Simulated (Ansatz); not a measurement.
Basis-set extrapolation for FH7O3Si3, SMILES `O[Si](F)(O[SiH3])O[SiH3]` (PBE0-D4/def2-TZVP geometry, frozen core, Ansatz). Multiplicity 1, RHF reference.

|  | def2-TZVPP | def2-QZVPP |
| --- | --- | --- |
| HF | -1195.438704 | -1195.484433 |
| MP2 correlation | -1.308734 | -1.419764 |
| CCSD(T) correlation | -1.399807 | not run |

Energies in hartree. Use E(X) = E(∞) + A·exp(−7.88·√X) for Hartree–Fock and E(X) = E(∞) + B·X^(−2.97) for correlation, with X = 3 and 4, and add CCSD(T) minus MP2 of the smaller set to the MP2 limit.

**Question.** What is the CCSD(T) energy at the basis-set limit?

**Answer.** HF limit: -1195.484433 + (-0.045729) × 0.13774 = -1195.49073. MP2 limit: -1.419764 + (-0.111030) × 0.74074 = -1.50201. Higher-order term: -1.399807 − (-1.308734) = -0.09107. Total: -1197.08381 hartree, 6.67 eV below CCSD(T)/def2-TZVPP.
